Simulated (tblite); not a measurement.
Species: C7H14F2Si.
Geometry (GFN2-xTB, Å), atoms numbered from 1 in this order:
```
atom  x, y, z in Å
C1     3.133    0.696    0.298
C2     2.659   -0.163   -0.593
Si3    1.398   -1.512   -0.226
C4    -0.089   -0.786    0.800
F5    -0.754   -1.867    1.340
F6     0.458   -0.165    1.904
C7    -1.117    0.158    0.153
C8    -2.125    0.604    1.218
C9    -1.848   -0.587   -0.965
C10   -0.391    1.377   -0.415
H11    2.789    0.702    1.319
H12    3.878    1.436    0.047
H13    3.049   -0.121   -1.604
H14    0.870   -2.091   -1.464
H15    1.945   -2.549    0.649
H16   -1.619    1.136    2.021
H17   -2.634   -0.258    1.642
H18   -2.867    1.265    0.777
H19   -1.171   -0.832   -1.779
H20   -2.646    0.038   -1.360
H21   -2.286   -1.508   -0.587
H22    0.181    1.879    0.362
H23    0.292    1.086   -1.211
H24   -1.116    2.080   -0.819
```

Computed with GFN2-xTB (tblite): harmonic, unscaled wavenumbers at the GFN2-xTB geometry, gas phase. The method is semi-empirical: single wavenumbers can be off by several per cent or more. Modes of hydrogen on silicon can be 10 to 20 % off. One conformer, not necessarily the lowest.

Harmonic wavenumbers (cm⁻¹): 30.1, 43.5, 71.2, 111.5, 168.4, 192.4, 204.4, 233.0, 238.9, 257.3, 285.9, 318.4, 326.4, 340.9, 347.7, 419.6, 454.2, 474.0, 488.5, 530.5, 590.2, 621.9, 679.9, 751.5, 771.5, 855.2, 926.5, 951.0, 964.0, 969.4, 975.0, 991.3, 1016.1, 1029.6, 1040.8, 1042.4, 1078.4, 1246.1, 1257.0, 1261.4, 1280.5, 1407.0, 1407.4, 1417.6, 1430.7, 1485.3, 1488.5, 1491.5, 1500.9, 1503.5, 1509.0, 1658.9, 2256.6, 2279.5, 3024.1, 3027.3, 3030.4, 3033.0, 3036.5, 3038.4, 3040.6, 3042.7, 3044.8, 3045.4, 3076.9, 3119.6.

A = 1568, B = 852.5, C = 793.0 MHz; mass 164.083 u (most abundant isotopes); point group C1, symmetry number 1.

**Question.** What is the zero-point energy?

**Answer.** Half the sum of the wavenumbers: 41616 cm⁻¹ = 497.84 kJ/mol.

**Question.** What is S at 350 K and 1 bar for an ideal gas of classical rigid rotors and harmonic oscillators?

**Answer.** Translation 175.80, rotation 127.92, vibration 214.62: S = 518.3 J/(mol K).

**Question.** And Cp and H(350 K) − H(0)?

**Answer.** Cp = 244.63 J/(mol K), of which vibrations give 211.37 (their classical limit is 66 R = 548.8); H(350 K) − H(0) = 50.41 kJ/mol without the zero-point energy, 38.77 from vibrations.

**Question.** How do the functions run with temperature in this model?

**Answer.** 
| T (K) | S (J/(mol K)) | Cp (J/(mol K)) | H − H(0) (kJ/mol) | G − H(0) (kJ/mol) | ln q(vib) |
| --- | --- | --- | --- | --- | --- |
| 50 | 261.9 | 63.0 | 2.36 | -10.74 | 1.08 |
| 100 | 316.3 | 99.1 | 6.39 | -25.24 | 2.84 |
| 298.15 | 481.3 | 217.8 | 38.41 | -105.09 | 10.50 |
| 373.15 | 534.4 | 256.0 | 56.20 | -143.20 | 13.37 |
| 500 | 617.3 | 311.2 | 92.31 | -216.33 | 18.08 |
| 750 | 759.3 | 388.9 | 180.54 | -388.94 | 26.79 |
| 1000 | 878.7 | 440.5 | 284.63 | -594.10 | 34.73 |

q(vib) and H(0) count from the zero-point level.

**Question.** What must be added to the electronic energy to get the Gibbs energy at 350 K and 1 bar?

**Answer.** ZPE + [H(350 K) − H(0)] − T·S = 497.84 + 50.41 − 181.42 = 366.83 kJ/mol.

**Question.** Blend soft modes into free rotors: weight 1/[1 + (100 cm⁻¹/ν̃)⁴] for the oscillator and the rest for a rotor with moment μB/(μ + B), μ = h/(8π²ν), B = 10⁻⁴⁴ kg m². What vibrational entropy results?

**Answer.** 195.50 J/(mol K) in place of 214.62, which changes −T·S at 350 K by +6.69 kJ/mol.

**Question.** Which modes carry the vibrational entropy at 350 K?

**Answer.** 30.1 cm⁻¹: 25.69; 43.5 cm⁻¹: 22.64; 71.2 cm⁻¹: 18.56; 111.5 cm⁻¹: 14.87; 168.4 cm⁻¹: 11.54; 192.4 cm⁻¹: 10.48 J/(mol K); the other 60 give 110.84 together.

Hindered rotation and anharmonicity are outside this model. Other conformers, if any are populated, would add a mixing term that is left out. The structure is chiral; the term R ln 2 for an equal mix with its mirror image is left out.

The run took 1.4 s wall on an Arm Neoverse V1 with one thread, shared host. The figure is for the frequency step alone.
